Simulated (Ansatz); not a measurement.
`[CH3][Zr]([Cl])([Cl])[Cl]` + H₂O → `[OH][Zr]([Cl])([Cl])[Cl]` + CH₄ at 500 K and 1 bar (formal hydrolysis of a Zr–C bond).

Isolated molecules relaxed with PBE0-D4/def2-TZVP in Ansatz; ΔE leaves out vibrations. CCSD(T)/CBS adds triple-zeta CCSD(T) − MP2 to the extrapolated MP2 energy (def2 sets, frozen cores). This one scheme is used for every species. Elements past krypton have def2 core potentials. For Zr outer-core shells are correlated without core-valence functions, which leaves a few kJ/mol of doubt a bond. One conformer a species, not always the lowest.

| species | CCSD(T)/CBS energy (Eh) | H − E (kJ/mol) | S (J/(mol·K)) |
| --- | --- | --- | --- |
| `[CH3][Zr]([Cl])([Cl])[Cl]` | -1466.41816 | 150.4 | 460.0 |
| H₂O | -76.37941 | 73.2 | 206.3 |
| `[OH][Zr]([Cl])([Cl])[Cl]` | -1502.40323 | 89.7 | 442.9 |
| CH₄ | -40.46206 | 135.6 | 206.8 |

H − E and S are ideal-gas, rigid-rotor, harmonic terms from PBE0-D4/def2-TZVP, for one conformer and one mirror image of each species. 1 Eh = 2625.50 kJ/mol, R = 8.31446 J/(mol·K).

Task: By hand: ΔE, ΔH, ΔS and ΔG.

Result: ΔE = (-1502.40323) + (-40.46206) − (-1466.41816) − (-76.37941) = -0.06772 Eh = -177.8 kJ/mol. Δ(H − E) = 89.7 + 135.6 − 150.4 − 73.2 = 1.7, so ΔH = -176.1 kJ/mol. ΔS = 442.9 + 206.8 − 460.0 − 206.3 = -16.6 J/(mol·K). ΔG = -176.1 − 500 × (-16.6)/1000 = -167.8 kJ/mol.

Task: By hand: the equilibrium constant, and the temperature at which ΔG would vanish if ΔH and ΔS stayed fixed.

Result: log₁₀ K = −ΔG/(RT ln 10) = 17.5. ΔG = 0 at ΔH/ΔS = 10608 K, far beyond where these terms or the molecules hold.

ΔH outweighs TΔS. A doubt of 5 kJ/mol in ΔE shifts log₁₀ K by 0.5 here. Other conformers and mirror images would add mixing entropy, several J/(mol·K) or more a flexible species. These are equilibria of isolated gas molecules and say nothing of rates. Largest T1 diagnostic: 0.016 (customary marks: 0.02 for closed shells, 0.045 for open ones).
